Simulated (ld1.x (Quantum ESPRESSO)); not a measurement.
## u(r) = r·R(r): atom against pseudo-atom (O)

Columns: radius, all-electron u(r) and pseudo u(r) of the 2p shell (level -9.11 eV) of oxygen in the configuration [He] 2s2 2p4; PW91, scalar-relativistic, TM semilocal scheme, ld1.x (Quantum ESPRESSO) 7.5.

```tsv
r (bohr)	all-electron	pseudo
0.103	0.1088	0.0318
0.205	0.3011	0.1215
0.308	0.4861	0.2576
0.410	0.6315	0.4181
0.513	0.7364	0.5830
0.615	0.8024	0.7275
0.718	0.8369	0.8379
0.820	0.8464	0.9034
0.923	0.8376	0.9258
1.025	0.8160	0.9115
1.128	0.7857	0.8711
1.230	0.7501	0.8167
1.332	0.7115	0.7571
1.435	0.6710	0.6981
1.538	0.6302	0.6439
1.640	0.5903	0.5959
1.743	0.5511	0.5528
1.845	0.5138	0.5141
1.948	0.4778	0.4778
2.050	0.4439	0.4439
2.153	0.4117	0.4117
2.255	0.3817	0.3817
2.358	0.3533	0.3533
2.460	0.3271	0.3271
2.562	0.3027	0.3027
2.665	0.2797	0.2797
```

How many radial nodes do the two functions have?

The all-electron 2p function has n − l − 1 = 0; the pseudo-wave has 0.

At about which radius was the pseudo-wave matched?

2.05 bohr. The columns agree to 0.0005 from 1.84 bohr on; several derivatives are matched, so the curves merge somewhat inside the radius.

Is the pseudo-wave norm-conserving?

Yes: the TM semilocal scheme keeps the norm inside the radius equal to the all-electron one, which fixes the energy derivative of the logarithmic derivative at the level.
